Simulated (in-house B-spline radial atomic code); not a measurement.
# Ionising Cd VI (Cd5+) with different functionals

Computed with an all-electron radial atomic-structure program (B-spline basis): scalar-relativistic (spin-free X2C) Hamiltonian, Fermi nucleus of rms radius 4.6087 fm, spin-polarised at highest spin, spherical fractional occupations for the functionals, and exact exchange of hybrids averaged over the configuration. The ionisation energy is the difference of two self-consistent energies, [Kr] 4d7 → [Kr] 4d6, without Breit or QED terms; ε is the level of the shell that loses the electron (its least bound occupied spin orbital). There is no spin-orbit coupling in this Hamiltonian.

| method | rung | ΔSCF (eV) | -ε(4d) (eV) |
| --- | --- | --- | --- |
| PBE0 | global hybrid | 87.66 | 81.26 |
| B3LYP | global hybrid | 87.77 | 80.84 |
| TPSSh | global hybrid | 87.56 | 79.64 |
| M06-2X | global hybrid | 87.98 | 84.42 |
| BHandHLYP | global hybrid | 87.42 | 83.58 |
| r2SCAN0 | global hybrid | 87.37 | 81.10 |
| B97-1 | global hybrid | ? | ? |
| HSE06 | range-separated hybrid | 87.62 | 80.81 |
| wB97X | range-separated hybrid | ? | ? |
| CAM-B3LYP | range-separated hybrid | 87.72 | 82.80 |
| LC-wPBE | range-separated hybrid | 87.74 | 84.11 |

Q: What does wB97X give?

A: ΔSCF 87.62 eV, and -ε(4d) = 83.83 eV.

Q: What does B97-1 give?

A: ΔSCF 87.82 eV, and -ε(4d) = 80.96 eV.

Q: Among the functionals, which spreads more, the ΔSCF values or the orbital energies?

A: The orbital energies: ΔSCF values span about 0.62 eV and the orbital energies 4.78 eV; here energy differences depend much less on the functional than eigenvalues do.

Q: How do they compare with the NIST value?

A: NIST lists 87 eV ± 2 (tabulated theory, ground level to ground level). Errors run from +0.37 to +0.98 eV; all lie within about twice that uncertainty, so the table can't rank the methods.
